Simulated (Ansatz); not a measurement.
A nudged elastic band was laid between two geometries of C2H8Si + FH (13 atoms, charge 0, multiplicity 1).

These are results of RKS LDA/def2-mTZVP in Ansatz 0.2.0, not measurements.

```
movable images  : 9
climbing image  : yes
spring          : 5.0 eV/Å²
optimiser       : quadratic models (default)
start path      : through a guess of the saddle point
force threshold : 0.05 eV/Å
iteration limit : 60
end points      : relaxed
```

Initial state:

```xyz
13
Properties=species:S:1:pos:R:3
Si -0.022 0.023 0.552
H 1.493 -0.146 0.538
C -0.758 -1.680 0.680
C -0.513 0.939 -0.988
H -0.308 0.832 1.781
H 2.169 0.997 -0.144
F 2.536 1.770 -0.577
H -0.488 -2.298 -0.192
H -1.859 -1.630 0.724
H -0.412 -2.206 1.583
H 0.028 1.896 -1.065
H -0.269 0.355 -1.890
H -1.595 1.147 -1.003
```

Final state:

```xyz
13
Properties=species:S:1:pos:R:3
Si 0.003 0.426 0.019
H 2.702 -0.479 2.105
C -0.383 -1.346 0.387
C -1.074 1.147 -1.302
H -0.052 1.256 1.266
H 2.589 -0.228 1.386
F 1.538 0.498 -0.507
H -0.297 -1.971 -0.517
H -1.408 -1.459 0.777
H 0.308 -1.753 1.143
H -0.775 2.179 -1.542
H -1.019 0.556 -2.231
H -2.130 1.173 -0.984
```

Q: Which bonds break or form, and what moves?

A: Bonds broken: Si1–H2, H6–F7. Bonds formed: Si1–F7, H2–H6. C2H8Si + FH becomes C2H7FSi + H2.

Q: Give the energies along the band, and the barrier.

A: The forces met the threshold. The highest image is number 4 of 0 to 10, 1.08 eV above the first end and 2.13 eV above the last; the last end lies 1.04 eV below the first. Neighbouring images differ by up to 1.5 eV, so the band resolves the path poorly. A vibrational analysis at the climbing image gives one clearly imaginary mode, 868i cm⁻¹: a first-order saddle point. The orbitals stay closed-shell, which can raise the energy where a bond breaks towards radicals; this wasn't checked here.

```tsv
image	path coordinate (Å)	energy (eV)	Si1–H2 (Å)	H6–F7 (Å)	Si1–F7 (Å)
0	0.00	0.00	1.53	0.96	3.30
1	0.62	0.01	1.53	0.96	3.21
2	1.25	0.07	1.53	0.96	2.95
3	1.87	0.42	1.57	0.99	2.47
4	2.50	1.08	1.75	1.22	1.99
5	3.58	-0.41	2.48	1.79	1.65
6	4.67	-1.00	3.32	2.10	1.63
7	5.75	-1.05	3.83	2.24	1.63
8	6.84	-1.05	3.87	2.24	1.62
9	7.93	-1.04	3.80	2.25	1.62
10	9.01	-1.04	3.53	2.28	1.62
```

Q: What is the geometry of the highest image?

A: 
```xyz
13
Properties=species:S:1:pos:R:3
Si 0.163 0.285 0.418
H 1.635 -0.603 0.075
C -0.567 -1.419 0.713
C -0.549 0.959 -1.153
H -0.115 1.014 1.693
H 1.989 0.315 0.096
F 1.738 1.496 0.285
H -0.481 -2.073 -0.170
H -1.640 -1.317 0.959
H -0.091 -1.936 1.562
H -0.411 2.048 -1.218
H -0.047 0.511 -2.026
H -1.622 0.721 -1.233
```

Time of the run: 4.1 min on 2 threads of AMD EPYC 9R14 (Zen 4), on a shared host, peak memory 0.21 GiB.
